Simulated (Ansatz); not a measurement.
Consider the isomerisation: `CN[SiH2]NC` → `CNC(N)[SiH3]`.

Gas-phase electronic energies from Ansatz, PBE0-D4/def2-TZVP geometries. CCSD(T)/CBS is the MP2 limit (def2-TZVPP, def2-QZVPP) plus CCSD(T) − MP2 in def2-TZVPP, frozen cores. Each species was taken in one conformer, which may not be the lowest.

`CN[SiH2]NC`:

Cartesian coordinates in Å:
```
C 1.034 -1.336 -1.738
N 0.680 -0.143 -1.003
Si 0.790 0.057 0.693
N -0.441 1.123 1.212
C -1.858 0.921 1.012
H 0.324 -1.530 -2.548
H 1.003 -2.197 -1.066
H 2.040 -1.297 -2.173
H 0.618 0.685 -1.573
H 0.724 -1.346 1.203
H 2.033 0.689 1.229
H -0.212 1.789 1.932
H -2.010 0.258 0.157
H -2.369 1.862 0.785
H -2.356 0.465 1.878
```

`CNC(N)[SiH3]`:

```xyz
15

C     0.861   -1.316   -1.217
N     0.941   -0.003   -0.614
C    -0.341    0.546   -0.178
N    -0.344    1.984   -0.045
Si   -1.008   -0.158    1.465
H     0.403   -2.089   -0.579
H     0.272   -1.255   -2.137
H     1.863   -1.654   -1.490
H     1.607   -0.005    0.150
H    -1.061    0.285   -0.964
H     0.031    2.411   -0.886
H     0.241    2.281    0.727
H    -0.825   -1.634    1.524
H    -0.197    0.450    2.560
H    -2.444    0.155    1.685
```

| species | CCSD(T)/CBS(def2) energy (Eh) |
| --- | --- |
| `CN[SiH2]NC` | -480.64497 |
| `CNC(N)[SiH3]` | -480.57819 |

(1) Work out ΔE.

Largest T1 diagnostic among the species: 0.011.

Answers

(1) ΔE = (-480.57819) − (-480.64497) = 0.06678 Eh = +1.82 eV.

In def2-TZVPP, CCSD(T) changes the Hartree–Fock value by −0.23 eV (the triples alone add −0.05 eV) and MP2 by −0.16 eV. From PBE to PBE0 (25 % exact exchange), in def2-TZVPP and without D4, ΔE moves by +0.09 eV.
